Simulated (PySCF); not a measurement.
# Computed properties of C₄H₉NSi, SMILES C#C[Si@H](C)NC

C4H9NSi, SMILES C#C[Si@H](C)NC. Geometry optimised at B3LYP-D3(BJ)/def2-SVP. The structure was generated by enumeration; whether it is a known compound was not checked. The values are those of a single conformer. All values are computed for the isolated molecule unless a solvent is named; none is compared with measurement here.

**Structure.** All 39 harmonic modes at B3LYP-D3(BJ)/def2-SVP (PySCF) are real, so it is a minimum. With heavy atoms numbered as in [CH:1]#[C:2][Si@H:3]([CH3:4])[NH:5][CH3:6], the shortest bond between them is C1–C2 at 1.218 Å and the longest Si3–C4 at 1.875 Å.

**Vibrations.** The strongest infrared lines (harmonic, unscaled, degenerate partners summed) lie at 891 cm⁻¹ (300 km/mol, H 69 %, Si 20 %), 2173 cm⁻¹ (173 km/mol, H 96 %), 905 cm⁻¹ (141 km/mol, H 77 %, C 12 %, Si 10 %). The softest mode is at 69 cm⁻¹ and the zero-point energy is 74.6 kcal/mol.

**Electronic structure.** r2SCAN/def2-TZVP (PySCF) places the frontier levels at -5.59 and -0.69 eV, a gap of 4.90 eV, and gives a dipole moment of 0.97 D and a mean polarisability of 79.5 bohr³. PBE/def2-TZVP (PySCF) at the same geometry gives -5.32 and -0.94 eV, so its gap is 0.52 eV narrower. An orbital gap is neither the optical nor the fundamental gap.

**Excitations.** TDA-ωB97X/def2-SVPD (PySCF) has S1 at 6.06 eV (205 nm, f = 0.000, dark); the most intense of the 10 singlets computed lies at 8.47 eV (f = 0.13). T1 (TDA) is at 5.04 eV, 1.02 eV under S1. TDA-PBE/def2-SVPD (PySCF) puts S1 at 4.48 eV. No vertical singlet excitation falls in the visible range (under 3.1 eV).

**NMR.** GIAO shifts at PBE0/pcSseg-1 (PySCF) (non-relativistic, atoms alike by connectivity averaged): ¹³C from 0.2 to 103.1 ppm against TMS; ¹H from -0.1 to 5.2 ppm against TMS; ²⁹Si at -36.6 ppm against TMS.

**Solvation.** SMD-ωB97X/def2-SVP (PySCF) gives 0.6 kcal/mol in water, -2.8 kcal/mol in tetrahydrofuran, -2.7 kcal/mol in N,N-dimethylformamide (1 M in both phases, gas-phase geometry).
